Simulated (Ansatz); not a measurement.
# Nudged elastic band run: BrF6HMo

The input (input.yaml):

```yaml
crystal:
  periodic: [false, false, false]
  atoms:
    - { symbol: Mo, position_ang: [-0.18411, -0.183912, -0.239969] }
    - { symbol: F, position_ang: [0.068163, 0.08435, 1.577928] }
    - { symbol: F, position_ang: [1.640102, -0.191766, -0.483661] }
    - { symbol: F, position_ang: [-0.218196, 1.638331, -0.495829] }
    - { symbol: F, position_ang: [-2.007887, -0.18011, 0.022669] }
    - { symbol: F, position_ang: [-0.154266, -2.00567, 0.034774] }
    - { symbol: F, position_ang: [-0.436755, -0.452393, -2.042579] }
    - { symbol: Br, position_ang: [2.472245, 2.535832, 2.274027] }
    - { symbol: H, position_ang: [1.496401, 1.542839, 2.62714] }
basis:
  gaussian: { orbitals: def2-SVP }
hamiltonian:
  xc: pbe
neb:
  order_check: false
  images: 5
  f_tol: 0.05
  max_iterations: 60
  final_atoms:
    - { symbol: Mo, position_ang: [0.4782479, 0.14322197, -0.42273297] }
    - { symbol: F, position_ang: [-0.08897256, 0.90160284, 3.30171367] }
    - { symbol: F, position_ang: [1.75003397, -0.11543413, -1.73267285] }
    - { symbol: F, position_ang: [0.09839431, 1.82419607, -1.08851073] }
    - { symbol: F, position_ang: [-0.90645053, 0.35555045, 0.83419257] }
    - { symbol: F, position_ang: [0.76020558, -1.56746215, 0.21488698] }
    - { symbol: F, position_ang: [-0.80132325, -0.5477827, -1.57719747] }
    - { symbol: Br, position_ang: [2.07970568, 1.06081716, 1.1424556] }
    - { symbol: H, position_ang: [-0.69414411, 0.73279148, 2.6023652] }
  initial_path:
    images:
      - { positions_ang: [[-0.18411, -0.183912, -0.239969], [0.068163, 0.08435, 1.577928], [1.640102, -0.191766, -0.483661], [-0.218196, 1.638331, -0.495829], [-2.007887, -0.18011, 0.022669], [-0.154266, -2.00567, 0.034774], [-0.436755, -0.452393, -2.042579], [2.472245, 2.535832, 2.274027], [1.496401, 1.542839, 2.62714]] }
      - { positions_ang: [[-0.12537706, -0.12523782, -0.15544388], [0.0588913, 0.06880072, 1.76280753], [1.68061113, -0.1302023, -0.33134475], [-0.14866147, 1.67945434, -0.33869598], [-1.93107524, -0.12297467, 0.03308766], [-0.10492065, -1.92960664, 0.04039688], [-0.30723765, -0.31691339, -1.94689451], [2.26260461, 2.33106491, 1.78603896], [1.29086202, 1.33311584, 2.42454809]] }
      - { positions_ang: [[-0.06664411, -0.06656364, -0.07091876], [0.0496196, 0.05325145, 1.94768706], [1.72112025, -0.0686386, -0.1790285], [-0.07912693, 1.72057767, -0.18156295], [-1.85426348, -0.06583934, 0.04350631], [-0.0555753, -1.85354328, 0.04601976], [-0.1777203, -0.18143377, -1.85121002], [2.05296422, 2.12629783, 1.29805092], [1.08532304, 1.12339269, 2.22195619]] }
      - { positions_ang: [[-0.00791117, -0.00788946, 0.01360636], [0.04034791, 0.03770217, 2.13256659], [1.76162938, -0.0070749, -0.02671225], [-0.0095924, 1.76170101, -0.02442993], [-1.77745172, -0.00870401, 0.05392497], [-0.00622995, -1.77747992, 0.05164264], [-0.04820295, -0.04595416, -1.75552553], [1.84332383, 1.92153074, 0.81006288], [0.87978406, 0.91366953, 2.01936428]] }
      - { positions_ang: [[0.15414185, 0.04248102, -0.13184009], [-0.00275892, 0.32566906, 2.52228228], [1.75776424, -0.04319464, -0.59536579], [0.02640317, 1.7825327, -0.37912353], [-1.48711799, 0.11271414, 0.31401417], [0.24924856, -1.707474, 0.10605742], [-0.29924305, -0.21323034, -1.69608285], [1.92211778, 1.63462622, 0.92086046], [0.35514134, 0.85337685, 2.21369792]] }
      - { positions_ang: [[0.31619488, 0.09285149, -0.27728653], [-0.04586574, 0.61363595, 2.91199797], [1.75389911, -0.07931439, -1.16401932], [0.06239874, 1.80336438, -0.73381713], [-1.19678426, 0.2341323, 0.57410337], [0.50472707, -1.63746807, 0.1604722], [-0.55028315, -0.38050652, -1.63664016], [2.00091173, 1.34772169, 1.03165803], [-0.16950138, 0.79308417, 2.40803156]] }
      - { positions_ang: [[0.4782479, 0.14322197, -0.42273297], [-0.08897256, 0.90160284, 3.30171367], [1.75003397, -0.11543413, -1.73267285], [0.09839431, 1.82419607, -1.08851073], [-0.90645053, 0.35555045, 0.83419257], [0.76020558, -1.56746215, 0.21488698], [-0.80132325, -0.5477827, -1.57719747], [2.07970568, 1.06081716, 1.1424556], [-0.69414411, 0.73279148, 2.6023652]] }
```

Launched with:

```bash
$ ansatz run input.yaml --threads 4 --pin off --max-ram 5120MiB --backend cpu --events-out ev --progress --plain --runs-dir out
```

Output, in part (warnings, iteration lines, the closing report on the highest movable image, with atoms numbered from 0):

```
NEB end point (image 0): max|allowed force component| = 3.776e-3 eV/Å (the criterion of neb.relax_end_points is 1.000e-2)
NEB end point (image 6): max|allowed force component| = 1.330e-2 eV/Å (the criterion of neb.relax_end_points is 1.000e-2)
NEB iter   1: max|band force component| = 1.085e2 eV/Å  barrier→ = 15.9099 eV  barrier← = 15.4699 eV  Δτ_max = 0.2000 Å  (825 SCF iters)
NEB iter   2: max|band force component| = 2.821e1 eV/Å  barrier→ = 4.8131 eV  barrier← = 4.3730 eV  Δτ_max = 0.2000 Å  (225 SCF iters)
NEB iter   3: max|band force component| = 1.273e1 eV/Å  barrier→ = 2.6035 eV  barrier← = 2.1635 eV  Δτ_max = 0.2000 Å  (228 SCF iters)
NEB iter   4: max|band force component| = 6.840e0 eV/Å  barrier→ = 1.9164 eV  barrier← = 1.4763 eV  Δτ_max = 0.1941 Å  (211 SCF iters)
NEB iter   5: max|band force component| = 3.544e0 eV/Å  barrier→ = 1.3871 eV  barrier← = 0.9471 eV  Δτ_max = 0.2000 Å  (211 SCF iters)
NEB iter   6: max|band force component| = 2.101e0 eV/Å  barrier→ = 1.3956 eV  barrier← = 0.9556 eV  Δτ_max = 0.2000 Å  (208 SCF iters)
NEB iter   7: max|band force component| = 2.393e0 eV/Å  barrier→ = 1.6069 eV  barrier← = 1.1669 eV  Δτ_max = 0.1014 Å  (201 SCF iters)
NEB iter   8: max|band force component| = 1.148e0 eV/Å  barrier→ = 1.1133 eV  barrier← = 0.6733 eV  Δτ_max = 0.2000 Å  (208 SCF iters)
NEB iter   9: max|band force component| = 5.045e-1 eV/Å  barrier→ = 1.0191 eV  barrier← = 0.5791 eV  Δτ_max = 0.1997 Å  (201 SCF iters)
NEB iter  10: max|band force component| = 8.236e-1 eV/Å  barrier→ = 0.8978 eV  barrier← = 0.4577 eV  Δτ_max = 0.1010 Å  (194 SCF iters)
NEB iter  11: max|band force component| = 6.043e-1 eV/Å  barrier→ = 0.8240 eV  barrier← = 0.3840 eV  Δτ_max = 0.1011 Å  (182 SCF iters)
NEB iter  12: max|band force component| = 5.386e-1 eV/Å  barrier→ = 0.8160 eV  barrier← = 0.3759 eV  Δτ_max = 0.1002 Å  (195 SCF iters)
NEB iter  13: max|band force component| = 2.498e-1 eV/Å  barrier→ = 0.8422 eV  barrier← = 0.4022 eV  CI = image 4  Δτ_max = 0.2000 Å  (192 SCF iters)
NEB iter  14: max|band force component| = 3.532e-1 eV/Å  barrier→ = 0.8741 eV  barrier← = 0.4341 eV  CI = image 4  Δτ_max = 0.1012 Å  (197 SCF iters)
NEB iter  15: max|band force component| = 4.508e-1 eV/Å  barrier→ = 0.8784 eV  barrier← = 0.4384 eV  CI = image 4  Δτ_max = 0.0504 Å  (171 SCF iters)
NEB iter  16: max|band force component| = 3.357e-1 eV/Å  barrier→ = 0.8781 eV  barrier← = 0.4380 eV  CI = image 4  Δτ_max = 0.0506 Å  (172 SCF iters)
NEB iter  17: max|band force component| = 1.104e-1 eV/Å  barrier→ = 0.8770 eV  barrier← = 0.4370 eV  CI = image 4  Δτ_max = 0.0994 Å  (168 SCF iters)
NEB iter  18: max|band force component| = 2.805e-1 eV/Å  barrier→ = 0.8762 eV  barrier← = 0.4362 eV  CI = image 4  Δτ_max = 0.0503 Å  (171 SCF iters)
NEB iter  19: max|band force component| = 3.637e-1 eV/Å  barrier→ = 0.8764 eV  barrier← = 0.4364 eV  CI = image 4  Δτ_max = 0.0252 Å  (171 SCF iters)
NEB iter  20: max|band force component| = 2.421e-1 eV/Å  barrier→ = 0.8759 eV  barrier← = 0.4359 eV  CI = image 4  Δτ_max = 0.0252 Å  (174 SCF iters)
NEB iter  21: max|band force component| = 8.325e-2 eV/Å  barrier→ = 0.8756 eV  barrier← = 0.4356 eV  CI = image 4  Δτ_max = 0.0499 Å  (169 SCF iters)
NEB iter  22: max|band force component| = 1.612e-1 eV/Å  barrier→ = 0.8754 eV  barrier← = 0.4354 eV  CI = image 4  Δτ_max = 0.0250 Å  (170 SCF iters)
NEB iter  23: max|band force component| = 7.954e-2 eV/Å  barrier→ = 0.8753 eV  barrier← = 0.4353 eV  CI = image 4  Δτ_max = 0.0501 Å  (172 SCF iters)
NEB iter  24: max|band force component| = 6.938e-2 eV/Å  barrier→ = 0.8752 eV  barrier← = 0.4352 eV  CI = image 4  Δτ_max = 0.0500 Å  (174 SCF iters)
NEB iter  25: max|band force component| = 1.136e-1 eV/Å  barrier→ = 0.8752 eV  barrier← = 0.4352 eV  CI = image 4  Δτ_max = 0.0250 Å  (175 SCF iters)
NEB iter  26: max|band force component| = 7.576e-2 eV/Å  barrier→ = 0.8751 eV  barrier← = 0.4351 eV  CI = image 4  Δτ_max = 0.0501 Å  (172 SCF iters)
NEB iter  27: max|band force component| = 6.669e-2 eV/Å  barrier→ = 0.8751 eV  barrier← = 0.4351 eV  CI = image 4  Δτ_max = 0.0250 Å  (165 SCF iters)
NEB iter  28: max|band force component| = 3.920e-2 eV/Å  barrier→ = 0.8751 eV  barrier← = 0.4351 eV  CI = image 4  Δτ_max = 0.0000 Å  (398 SCF iters)
Total energy: -88179.58936378 eV, -3240.5401388464 hartree
Atom 0 at     0.327913     0.109903    -0.306174 Å, force    -0.000952    -0.004950     0.000471 eV/Å
Atom 1 at    -0.567623     0.721181     2.593813 Å, force     0.000251     0.000515    -0.000468 eV/Å
Atom 2 at     1.776330    -0.162159    -1.428653 Å, force     0.000112     0.000688     0.000643 eV/Å
Atom 3 at    -0.204187     1.874733    -0.306228 Å, force     0.002233     0.001133     0.000938 eV/Å
Atom 4 at    -1.347920    -0.335047     0.302009 Å, force     0.000284     0.001058    -0.000847 eV/Å
Atom 5 at     0.752094    -1.515724     0.451347 Å, force    -0.000531    -0.001245    -0.001409 eV/Å
Atom 6 at    -0.491677    -0.020735    -1.963526 Å, force    -0.000323    -0.000082     0.000364 eV/Å
Atom 7 at     2.131989     1.051796     1.200755 Å, force    -0.001760     0.003396    -0.000558 eV/Å
Atom 8 at     0.298778     1.063554     2.731157 Å, force     0.000688    -0.000514     0.000864 eV/Å
Dipole moment:     0.277927     0.125805     0.142320 e Å
```

The run converged. A vibrational analysis at the climbing image gives one clearly imaginary mode, 89i cm⁻¹: a first-order saddle point. The orbitals stay closed-shell, which can raise the energy where a bond breaks towards radicals; this wasn't checked here.

Final band (atoms are numbered from 1 in the order of the input):

```json
{"image": "0", "path coordinate (Å)": "0.00", "energy (eV)": "0.00", "Mo1–F2 (Å)": "1.85", "Br8–H9 (Å)": "1.44", "Mo1–Br8 (Å)": "4.56"}
{"image": "1", "path coordinate (Å)": "1.33", "energy (eV)": "0.14", "Mo1–F2 (Å)": "1.86", "Br8–H9 (Å)": "1.44", "Mo1–Br8 (Å)": "4.05"}
{"image": "2", "path coordinate (Å)": "2.67", "energy (eV)": "0.65", "Mo1–F2 (Å)": "1.90", "Br8–H9 (Å)": "1.45", "Mo1–Br8 (Å)": "3.26"}
{"image": "3", "path coordinate (Å)": "4.00", "energy (eV)": "0.77", "Mo1–F2 (Å)": "2.38", "Br8–H9 (Å)": "2.11", "Mo1–Br8 (Å)": "2.60"}
{"image": "4", "path coordinate (Å)": "5.33", "energy (eV)": "0.88", "Mo1–F2 (Å)": "3.10", "Br8–H9 (Å)": "2.39", "Mo1–Br8 (Å)": "2.53"}
{"image": "5", "path coordinate (Å)": "6.78", "energy (eV)": "0.59", "Mo1–F2 (Å)": "3.96", "Br8–H9 (Å)": "2.51", "Mo1–Br8 (Å)": "2.47"}
{"image": "6", "path coordinate (Å)": "8.23", "energy (eV)": "0.44", "Mo1–F2 (Å)": "3.84", "Br8–H9 (Å)": "3.15", "Mo1–Br8 (Å)": "2.42"}
```

Run time: 5.3 min on 4 threads of Arm Neoverse V2, with other jobs on the host, peak memory 0.27 GiB.
